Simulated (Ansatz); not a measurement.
`O[SiH2][SiH2]Br` + H₂ → `[SiH3][SiH2]Br` + H₂O at 500 K and 1 bar (hydrogenolysis of the Si–O bond).

Gas-phase electronic energies from Ansatz, PBE0-D4/def2-TZVP geometries. CCSD(T)/CBS adds triple-zeta CCSD(T) − MP2 to the extrapolated MP2 energy (def2 sets, frozen cores). This one scheme is used for every species. For Br outer-core shells are correlated without core-valence functions, which leaves a few kJ/mol of doubt a bond. Scalar relativity is left out up to krypton. Each species was taken in one conformer, which may not be the lowest.

```
          species  CCSD(T)/CBS energy (Eh)  H − E (kJ/mol)  S (J/(mol·K))
`O[SiH2][SiH2]Br`              -3229.74135           177.1          426.7
               H₂                 -1.17544            41.0          145.5
 `[SiH3][SiH2]Br`              -3154.51510           152.2          389.7
              H₂O                -76.37941            73.2          206.3
```

H − E and S are ideal-gas, rigid-rotor, harmonic terms from PBE0-D4/def2-TZVP, for one conformer and one mirror image of each species. The MP2-based limit puts H₂ 0.8 mEh under its directly extrapolated value; such offsets cancel only in part. 1 Eh = 2625.50 kJ/mol, R = 8.31446 J/(mol·K).

Question: By hand: ΔE, ΔH, ΔS and ΔG.

Answer: ΔE = (-3154.51510) + (-76.37941) − (-3229.74135) − (-1.17544) = 0.02228 Eh = 58.5 kJ/mol. Δ(H − E) = 152.2 + 73.2 − 177.1 − 41.0 = 7.3, so ΔH = 65.8 kJ/mol. ΔS = 389.7 + 206.3 − 426.7 − 145.5 = 23.8 J/(mol·K). ΔG = 65.8 − 500 × (23.8)/1000 = 53.9 kJ/mol.

Question: By hand: the equilibrium constant, and the temperature at which ΔG would vanish if ΔH and ΔS stayed fixed.

Answer: log₁₀ K = −ΔG/(RT ln 10) = -5.6. ΔG = 0 at ΔH/ΔS = 2765 K, far beyond where these terms or the molecules hold.

ΔH outweighs TΔS. A doubt of 5 kJ/mol in ΔE shifts log₁₀ K by 0.5 here. Other conformers and mirror images would add mixing entropy, several J/(mol·K) or more a flexible species. Modes under 60 cm⁻¹, often nearly free rotors, make the harmonic entropy too high. These are equilibria of isolated gas molecules and say nothing of rates. Largest T1 diagnostic: 0.010 (customary marks: 0.02 for closed shells, 0.045 for open ones).
